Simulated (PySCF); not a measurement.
Sb(H)2(Me) (CH₅Sb), SMILES [CH3][SbH2]. Atoms are numbered in the order given.

```xyz
7

Sb    -0.3260     0.0479     0.0000
H     -0.4867    -1.1383    -1.2226
H     -0.4867    -1.1383     1.2226
C      1.8346    -0.0192     0.0000
H      2.1929    -1.0462     0.0000
H      2.1999     0.4985     0.8866
H      2.1999     0.4985    -0.8866
```
Charge 0, spin multiplicity 1.

Geometry optimised at PBE0-D3(BJ)/def2-TZVP. The def2 effective core potentials stand for the cores of Sb; spin–orbit coupling is left out.

Level of theory: C-PCM-M06-2X/def2-SVP (PySCF).

The values are the electrostatic part of the solvation free energy, E(continuum) − E(gas) at the gas-phase geometry, in a cavity of scaled van der Waals radii (PySCF's table); cavitation and dispersion terms are not included. A continuum can't describe solvent molecules that bind to the metal. In vacuum the orbital gap is 8.93 eV. The dipole moment in vacuum is 0.68 D.

### Question
Estimate the values in water (ε = 78.36), chlorobenzene (ε = 5.70), cyclohexanone (ε = 15.62). (The exact figures need the calculation; the answer reports its results.)

### Answer

```json
[
 {"solvent": "water", "ε": "78.36", "ΔG(elec) (kcal/mol)": "-1.0", "dipole (D)": "0.91", "gap (eV)": "9.01"},
 {"solvent": "chlorobenzene", "ε": "5.70", "ΔG(elec) (kcal/mol)": "-0.8", "dipole (D)": "0.86", "gap (eV)": "9.00"},
 {"solvent": "cyclohexanone", "ε": "15.62", "ΔG(elec) (kcal/mol)": "-1.0", "dipole (D)": "0.89", "gap (eV)": "9.01"}
]
```
